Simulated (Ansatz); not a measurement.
**Energy on a grid of two coordinates**

AlBH$_{2}$ClF (SMILES F[BH][AlH][Cl]), closed shell, PBE0-D4/def2-TZVP minimum:

```xyz
6
angstrom
F 0.9469 -1.6739 -0.8310
B 1.0335 -0.4307 -0.3925
Al -0.7455 0.5512 0.3706
Cl -2.5440 -0.5417 0.3864
H 2.1323 0.0636 -0.4583
H -0.8233 2.0315 0.9249
```

Rows set the bond length B2–Al3 (Å; 2.171 at the minimum), columns the angle Al3–B2–F1 (°; 119.3), set in this order; the parts move rigidly, in a bend the first-named atom's side turns in the plane, and in a torsion the whole end group turns. CCSD(T) energies count from the value at that structure, in kJ/mol. Ansatz 0.2.0; basis: def2-TZVPP; cores frozen in the correlated methods.

```csv
B2–Al3 \ Al3–B2–F1,89.3,99.3,109.3,119.3,129.3,139.3,149.3
1.867,119.0,89.3,71.7,64.9,67.8,79.6,98.9
1.960,80.0,51.0,33.8,27.6,?,44.9,66.4
2.096,53.2,25.0,8.4,2.9,7.8,22.6,46.5
2.255,50.9,?,8.0,3.1,8.7,24.2,49.3
2.430,68.7,43.2,28.5,24.2,29.9,45.4,70.4
2.620,99.7,76.4,63.0,59.3,64.9,79.5,103.2
2.822,137.2,116.7,105.0,101.8,106.9,120.1,?
```

Fill in the withheld cells. (Judge from chemistry; the value comes from the calculation.)

The calculation gives: (1.960, 129.3): 31.5; (2.255, 99.3): 23.8; (2.822, 149.3): 141.4 kJ/mol. These count from the CCSD(T) energy at the PBE0-D4 minimum.

The same grid for a cheaper method: PBE0-D4 − CCSD(T), both counted from the minimum, in kJ/mol:
```tsv
B2–Al3 \ Al3–B2–F1	89.3	99.3	109.3	119.3	129.3	139.3	149.3
1.867	-2.9	-2.4	-2.1	-2.2	-2.7	-3.5	-4.5
1.960	-1.8	-1.3	-1.0	-1.0	-1.4	-2.2	-3.1
2.096	-1.0	-0.5	-0.2	-0.1	-0.4	-1.0	-1.9
2.255	-0.9	-0.5	-0.2	-0.1	-0.3	-0.7	-1.4
2.430	-1.7	-1.5	-1.3	-1.2	-1.3	-1.5	-1.9
2.620	-2.7	-2.8	-2.7	-2.6	-2.6	-2.5	-2.5
2.822	-1.9	-2.5	-2.6	-2.5	-2.3	-1.9	-1.3
```

The T1 diagnostic stays at or below 0.014. The restricted Hartree–Fock reference is unstable towards an unrestricted one here.

For scale, one of the runs: CCSD(T)/def2-TZVPP, 174 basis functions (an equivalent command: `ansatz run in.yaml --threads 2`). Time: 39 s of wall clock on 2 CPU threads; the host was shared. Peak host memory: 1.4 GiB.
